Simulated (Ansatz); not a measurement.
Pulling the pair apart

The pair of HBr (SMILES Br, atoms 1–2) and C₂H₂ (SMILES C#C, atoms 3–6), both closed shells, in one local arrangement (a lower one may exist), relaxed at PBE0-D4/def2-TZVP:

Br1  (0.257, -1.010, -2.537)
H2  (0.123, -0.481, -1.212)
C3  (-0.167, 0.922, 0.710)
C4  (-0.022, -0.179, 1.160)
H5  (-0.296, 1.903, 0.314)
H6  (0.106, -1.156, 1.565)
(Å)

C₂H₂ is shifted rigidly along the line between the mean atom positions of the two fragments (negative: closer). Counterpoise interaction energies in kcal/mol. Ansatz 0.2.0; basis: def2-TZVPPD; cores frozen in the correlated methods. Filled d shells of the heavier atoms are correlated. The def2 sets are not built for correlating such inner shells, so the correlated values are less sure here.

```
shift (Å)  r2SCAN-D4  wB97M-V     HF
    -0.38      -1.44    -0.13   4.48
    -0.19      -2.74    -1.91   1.49
     0.00      -3.06    -2.53  -0.05
     0.19      -2.89    -2.55  -0.77
     0.46      -2.38    -2.19  -1.09
     0.95      -1.44    -1.37  -0.93
     1.90      -0.54    -0.54  -0.44
     3.80      -0.12    -0.12  -0.11
```

Task: What does CCSD(T) give at these shifts? (An estimate is asked for; the value comes from the calculation.)

Result: The calculation gives: 0.80, -1.21, -2.00, -2.16, -1.94, -1.28, -0.51, -0.11 kcal/mol. For zero shift, CCSD(T) at an estimated basis limit (MP2 extrapolated from triple and quadruple zeta, plus CCSD(T) − MP2 in triple zeta) gives -2.59 kcal/mol. These are counterpoise interaction energies, counted from the two frozen fragments.

No T1 diagnostic of these runs exceeds 0.009.

For scale, one of the runs: CCSD(T)/def2-TZVPPD, 182 basis functions, launched by `ansatz run in.yaml --threads 2 --pin off --events-out ev --progress --plain --max-ram 5222MiB`. The run took 76 s on 2 CPU threads of an Arm Neoverse V1 (shared host), with 1.8 GiB of host memory at its peak.
